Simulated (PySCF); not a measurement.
C6H8F3P.
Cartesian coordinates in Å at the PBE0-D3(BJ)/def2-SVP level; atoms count from 1:
```xyz
18
C6H8F3P angstrom
C     -1.868    0.433    1.072
C     -0.925    0.312   -0.120
C     -1.616   -0.236   -1.369
C      0.263   -0.504    0.219
C      0.915   -1.200    1.110
P      1.810   -1.200   -0.480
C      2.951    0.314   -0.197
F      3.549    0.287    1.000
F      3.911    0.340   -1.128
F      2.287    1.478   -0.274
H     -2.260   -0.556    1.360
H     -1.355    0.864    1.944
H     -2.725    1.077    0.825
H     -0.528    1.313   -0.368
H     -2.437    0.429   -1.675
H     -2.039   -1.235   -1.176
H     -0.911   -0.322   -2.209
H      0.936   -1.565    2.135
```

All values: PBE0/pcSseg-1 (PySCF, non-relativistic), on one gas-phase PBE0-D3(BJ)/def2-SVP geometry that isn't relaxed in the solvent. The solvent is an IEF-PCM continuum (cavity from Bondi-type radii × 1.2). Specific hydrogen bonds and non-electrostatic terms are outside this model.

Gas phase at PBE0/pcSseg-1: HOMO -7.22 eV, LUMO -0.42 eV, dipole 3.22 D.

**Question.** What does the continuum do to the energy, the frontier levels and the dipole at PBE0/pcSseg-1 in chloroform?

**Answer.** 
```json
{"solvent": "chloroform", "ε": "4.711", "E(solvent) − E(gas) (kcal/mol)": "-2.46", "polarisation term (kcal/mol)": "-2.67", "distortion of the solute (kcal/mol)": "0.21", "HOMO (eV)": "-7.18", "LUMO (eV)": "-0.26", "dipole (D)": "3.75"}
```

Polarisation term: ½ Σ q·V over the induced surface charges. Distortion: the rise of the solute's own energy as its density leaves the gas-phase optimum.

**Question.** Which radius a makes the point-dipole formula ΔE = −[(ε − 1)/(2ε + 1)]·μ²/a³ give the value in chloroform, with the gas-phase dipole?

**Answer.** μ = 1.268 au and |ΔE| = 0.00391 Eh give a = 2.79 Å; the farthest nucleus lies 4.10 Å from the centroid of the nuclei, so such a sphere wouldn't even hold the nuclei. The formula assumes a rigid point dipole at the centre of a sphere.

**Question.** Give the dipole vector in the frame of the coordinates (D, pointing from negative to positive charge), gas and chloroform.

**Answer.** Gas (-3.09, -0.36, 0.83), solvent (-3.58, -0.37, 1.04). Its length changes by +16 % and its direction by 1°.

**Question.** Which IAO charges (PBE0/pcSseg-1) respond most in chloroform (means over atoms taken as equivalent)?

**Answer.** 
```csv
atoms,environment,gas (e),solvent (e),change
P6,phosphine phosphorus,+0.381,+0.367,-0.014
H18,vinylic hydrogen,+0.181,+0.193,+0.012
C4,fully substituted alkene carbon,-0.100,-0.095,+0.005
F8/F9/F10,fluorine of a CF3 group,-0.284,-0.288,-0.004
C1/C3,methyl carbon,-0.406,-0.408,-0.002
H14,methine hydrogen,+0.161,+0.163,+0.002
H11 (×6),methyl hydrogen,+0.142,+0.144,+0.002
C7,CF3 carbon,+0.610,+0.609,-0.001
```

**Question.** Which Mayer bond orders change most in chloroform?

**Answer.** 
```tsv
bond	length (Å)	gas	solvent	change
C4–C5	1.305	1.675	1.660	-0.015
C5–P6	1.825	0.934	0.944	+0.010
P6–C4	1.835	0.899	0.906	+0.007
C7–F9	1.337	0.993	0.987	-0.006
C7–F8	1.338	0.982	0.978	-0.004
C2–H14	1.105	0.916	0.914	-0.002
C2–C4	1.481	0.933	0.934	+0.001
P6–C7	1.917	0.834	0.833	-0.001
```
